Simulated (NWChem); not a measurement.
System: thiourea (CH₄N₂S); SMILES NC(N)=S

```xyz
8

N     -0.0610     1.1480    -1.0486
C      0.0000     0.0000    -0.3075
N      0.0610    -1.1480    -1.0486
S      0.0000     0.0000     1.3669
H      0.3214     1.1522    -1.9869
H      0.0513     2.0051    -0.5258
H     -0.3214    -1.1522    -1.9869
H     -0.0513    -2.0051    -0.5258
```
Atoms are numbered in this order, from 1.

Computed with NWChem. Pople sets run with spherical d functions. All runs use the structure optimised with B3LYP/6-31G* (spherical d). GIAO values for the isolated, static molecule; σ is the absolute isotropic shielding, δ = σ(reference) − σ with the isolated reference molecule computed at the same levels (13C: tetramethylsilane, 1H: tetramethylsilane, 15N: ammonia).

For level LDA (Slater exchange, VWN5)/pcSseg-1:

```yaml
"δ N1 (ppm)": 127.8
"δ C2 (ppm)": 191.7
"σ S4 (ppm)": 300.9
"δ H5 (ppm)": 4.44
"δ H6 (ppm)": 4.54
```

What are these values for level B3LYP/6-311G**?


- δ N1 (ppm): 121.6
- δ C2 (ppm): 196.8
- σ S4 (ppm): 358.8
- δ H5 (ppm): 4.26
- δ H6 (ppm): 4.66
